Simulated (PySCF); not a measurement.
CBr₂ClF, SMILES BrC(Br)(F)Cl. Atoms are numbered in the order given.

```xyz
5

F     -1.6771     0.6004     0.0000
C     -0.3523     0.4179     0.0000
Cl     0.4584     1.9996     0.0000
Br     0.1345    -0.5986    -1.6103
Br     0.1345    -0.5986     1.6103
```
Charge 0, spin multiplicity 1.

Coordinates come from a PBE-D3(BJ)/def2-SVP optimisation.

All values below come from PySCF 2.14.0 with PBE-D3(BJ)/def2-SVP.

Frequencies are harmonic and unscaled.

Question: List the normal modes with their intensities. (An estimate is asked for; the answer gives what the named calculation found.)

Answer: 
```
mode  ν (cm⁻¹)  IR (km/mol)  moving atoms (share of kinetic energy)
----  --------  -----------  --------------------------------------
1          154          0.0                 Br 77 %, Cl 11 %, F 9 %
2          187          0.1                Cl 57 %, Br 32 %, F 10 %
3          257          0.4                Cl 41 %, Br 39 %, F 13 %
4          296          1.6                         F 64 %, Br 33 %
5          331          0.7         F 58 %, Cl 17 %, Br 16 %, C 9 %
6          454          1.8                 F 41 %, Cl 34 %, C 18 %
7          696        266.6                                  C 92 %
8          759        240.1                          C 88 %, Cl 8 %
9         1109        187.4                          C 64 %, F 35 %
```
